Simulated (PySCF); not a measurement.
Constitutional and geometric isomers with formula C4H3N. All species are isolated molecules in the gas phase. Strings in code marks are SMILES.

Level of theory: B3LYP-D3(BJ)/def2-TZVP run with PySCF. All candidates: neutral, multiplicity 1. B3LYP has the VWN-RPA correlation part, as in Gaussian. Delta-SCF ions had no search for a lower state. 

```
Quantity                                   Value
--------------------------------------  --------
HOMO                                    -6.90 eV
HOMO–LUMO gap                            4.81 eV
vertical ionisation energy (Delta-SCF)   9.26 eV
```

Which member has these values?
(A) `N=c1c2c1C2`
(B) `C=C=CC#N`
(C) `C#CC#CN`
(D) `C#CN=C=C`

A, `N=c1c2c1C2`. The others give `C=C=CC#N`: -8.00 eV, 6.37 eV, 10.32 eV; `C#CN=C=C`: -6.71 eV, 5.14 eV, 8.94 eV; `C#CC#CN`: -6.05 eV, 5.44 eV, 8.32 eV
